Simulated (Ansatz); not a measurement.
Cost and result for the atomization energy of H8N2OSSi2, SMILES `N[SiH2]S[SiH](N)O` (14 atoms, 13 bonds).

```csv
atom,x (Å),y (Å),z (Å)
N1,0.2652,1.1452,-1.8725
Si2,1.1861,1.5034,-0.4364
S3,1.4460,-0.2721,0.6832
Si4,-0.6399,-0.7793,1.0380
N5,-0.7957,-2.3772,1.5793
O6,-1.4495,-0.5783,-0.3578
H7,0.7012,0.5510,-2.5645
H8,-0.1866,1.9264,-2.3286
H9,0.3833,2.5345,0.2691
H10,2.5545,2.0222,-0.6945
H11,-1.1265,0.0904,2.1347
H12,-0.5530,-3.1669,1.0048
H13,-0.7777,-2.5941,2.5611
H14,-1.0074,-0.0053,-1.0160
```

Total charge 0; spin multiplicity 1. The structure was optimised at the PBE0-D4/def2-TZVP level. It is one conformer, not always the lowest. Program: Ansatz. All runs use 2 threads of an AMD EPYC 7R13 on a shared host and a share of an NVIDIA H100 80 GB. Times are those of one run each, without the atoms' runs, and a repeat can differ threefold. Electronic energies, without spin–orbit coupling; frozen cores. CCSD(T)/CBS adds CCSD(T) − MP2 in def2-TZVPP to the MP2 limit, and its time is that of the two runs behind it. T1 = 0.012. B3LYP takes the VWN-RPA correlation (the form of Gaussian; ORCA's B3LYP/G).

CCSD(T)/CBS is a level of theory with its own doubt, some kJ/mol a heavy atom from the limit and from the frozen cores, so smaller differences don't rank the functionals.

| level | functions | wall time |
| --- | --- | --- |
| PBE0-D4/def2-TZVPP | 331 | 15 s |
| ωB97X-V/def2-TZVPP | 331 | 18 s |
| B2PLYP/def2-TZVPP | 331 | 19 s |
| MP2/def2-QZVPP | 621 | 19 s |
| ωB97M-V/def2-TZVPP (with forces) | 331 | 21 s |
| CCSD(T)/def2-TZVPP | 331 | 25 s |
| r2SCAN-D4/def2-TZVPP (with forces) | 331 | 29 s |
| PBE-D4/def2-TZVPP (with forces) | 331 | 39 s |
| CCSD(T)/CBS(def2) | – | 44 s |
| B3LYP-D4/def2-TZVPP (with forces) | 331 | 57 s |

(1) What atomization energy does each give, and how far from CCSD(T)/CBS? (Estimate.)

## Answers

(1) Computed: 
```
                             level  atomization (kJ/mol)  difference from CCSD(T)/CBS  per bond
                PBE0-D4/def2-TZVPP                4871.5                        -53.3      -4.1
                ωB97X-V/def2-TZVPP                4943.4                         18.6       1.4
                 B2PLYP/def2-TZVPP                4838.5                        -86.3      -6.6
                    MP2/def2-QZVPP                4926.2                          1.4       0.1
  ωB97M-V/def2-TZVPP (with forces)                4938.8                         14.0       1.1
                CCSD(T)/def2-TZVPP                4751.8                       -173.0     -13.3
r2SCAN-D4/def2-TZVPP (with forces)                4897.9                        -26.9      -2.1
   PBE-D4/def2-TZVPP (with forces)                4957.9                         33.1       2.6
                 CCSD(T)/CBS(def2)                4924.8                          0.0       0.0
 B3LYP-D4/def2-TZVPP (with forces)                4907.8                        -17.0      -1.3
```

From PBE to PBE0 (25 % exact exchange), in def2-TZVPP and without D4, the atomization energy moves by −80.6 kJ/mol: exact exchange takes away binding that semilocal exchange gives to molecules. The D4 term adds +64.8 kJ/mol with B3LYP and +34.3 kJ/mol with PBE0; it sums over pairs of atoms, weighted by their polarisabilities, and B3LYP, whose exchange is more repulsive, gets the larger term. In def2-TZVPP, CCSD(T) changes the Hartree–Fock value by +1334.7 kJ/mol (the triples alone add +77.0 kJ/mol) and MP2 by +1405.6 kJ/mol; breaking electron pairs costs correlation energy, which Hartree–Fock lacks.
